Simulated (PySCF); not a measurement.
CH4OSSn, SMILES C[O][Sn][SH] (connectivity only; charge and spin as stated), neutral, multiplicity 1.

Geometry optimised at B3LYP-D3(BJ)/def2-SVP. The structure was generated by enumeration; whether it is a known compound was not checked. The def2 effective core potentials stand for the cores of Sn; spin–orbit coupling is left out. One conformer was computed; it need not be the lowest.

Computed with TDA-PBE/def2-SVPD (PySCF).

Vertical excitations. The molecule is in vacuum.

Computed UV-visible absorptions:
```tsv
state	energy (eV)	λ (nm)	f	main pairs
S1	3.67	338	0.002	HOMO−2→LUMO 98 %
S2	3.85	322	0.029	HOMO−1→LUMO 95 %
S3	3.87	320	0.036	HOMO→LUMO 89 %
S4	4.30	288	0.042	HOMO−3→LUMO 88 %
S5	4.92	252	0.010	HOMO→LUMO+1 99 %
S6	5.30	234	0.000	HOMO−3→LUMO+1 95 %
S7	5.34	232	0.010	HOMO−2→LUMO+1 87 %
S8	5.59	222	0.006	HOMO→LUMO+2 95 %
S9	5.62	221	0.086	HOMO−1→LUMO+1 54 %, HOMO−1→LUMO+2 21 %, HOMO−2→LUMO+2 14 %
S10	5.81	213	0.013	HOMO→LUMO+3 97 %
T1	2.99	415	0	HOMO−1→LUMO 99 %
T2	3.01	412	0	HOMO→LUMO 100 %
T3	3.26	380	0	HOMO−3→LUMO 99 %
T4	3.47	357	0	HOMO−2→LUMO 99 %
```
Triplets are in the Tamm–Dancoff approximation.
